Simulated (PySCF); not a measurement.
**How methods differ on the excitation energy of Ge²⁺**

Ge²⁺ [Ar] 3d10 4s2 (1S) → Ge²⁺ [Ar] 3d10 4s1 5s1 (3S), as a difference of total energies. Calculation: PySCF 2.14, in aug-cc-pVTZ-PP with one added diffuse shell each of s, d, f type with ECP10MDF (7s5p5d3f, 68 functions); a scalar-relativistic core potential. Correlated levels: valence: 3s2 3p6 3d10 frozen. The calculations carry no spin-orbit coupling.

```csv
method,excitation energy (eV)
UHF,18.147
LDA,19.978
PBE,19.533
PBE0,19.312
r2SCAN,19.560
wB97X-V,19.524
MN15,19.256
r2SCANh,19.494
SCS-MP2 (valence),19.055
```

Estimate what BHandHLYP gives.

19.563 eV, closest to r2SCAN among the rows shown.

Estimate what MP2 (valence) gives.

18.821 eV, closest to SCS-MP2 (valence) among the rows shown.

The promoted electron is Rydberg-like, and one or two diffuse shells describe it only roughly, which tends to raise the upper state.
